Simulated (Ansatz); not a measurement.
`BBr` + F• → `[BH]Br`• + H–F at 700 K and 1 bar (hydrogen abstraction from a B–H bond).

Isolated molecules relaxed with PBE0-D4/def2-TZVP in Ansatz; ΔE leaves out vibrations. CCSD(T)/CBS is the MP2 limit (def2-TZVPP, def2-QZVPP) plus CCSD(T) − MP2 in def2-TZVPP, frozen cores. This one scheme is used for every species, atoms too. Open shells (•) are unrestricted, without spin–orbit coupling. Spin–orbit coupling would lower the free atoms: a little for F. For Br outer-core shells are correlated without core-valence functions, so the limit isn't a true one: a few kJ/mol of doubt a bond, and 10 to 20 or more in all where bonds break to atoms. Scalar relativity is left out up to krypton.

```tsv
species	CCSD(T)/CBS energy (Eh)	H − E (kJ/mol)	S (J/(mol·K))
`BBr`	-2599.32470	85.7	289.3
F•	-99.66871	14.6	178.2
`[BH]Br`•	-2598.64911	53.3	288.3
H–F	-100.39570	45.2	198.5
```

H − E and S are ideal-gas, rigid-rotor, harmonic terms from PBE0-D4/def2-TZVP, with the whole ground term of open shells counted as degenerate. 1 Eh = 2625.50 kJ/mol, R = 8.31446 J/(mol·K).

Question: By hand: ΔE, ΔH, ΔS and ΔG.

Answer: ΔE = (-2598.64911) + (-100.39570) − (-2599.32470) − (-99.66871) = -0.05140 Eh = -135.0 kJ/mol. Δ(H − E) = 53.3 + 45.2 − 85.7 − 14.6 = -1.8, so ΔH = -136.8 kJ/mol. ΔS = 288.3 + 198.5 − 289.3 − 178.2 = 19.3 J/(mol·K). ΔG = -136.8 − 700 × (19.3)/1000 = -150.3 kJ/mol.

Question: By hand: the equilibrium constant, and the temperature at which ΔG would vanish if ΔH and ΔS stayed fixed.

Answer: log₁₀ K = −ΔG/(RT ln 10) = 11.2. ΔH and −TΔS have one sign here, so there is no such temperature.

ΔH outweighs TΔS. A doubt of 5 kJ/mol in ΔE shifts log₁₀ K by 0.4 here. These are equilibria of isolated gas molecules and say nothing of rates. Largest T1 diagnostic: 0.013 (customary marks: 0.02 for closed shells, 0.045 for open ones).
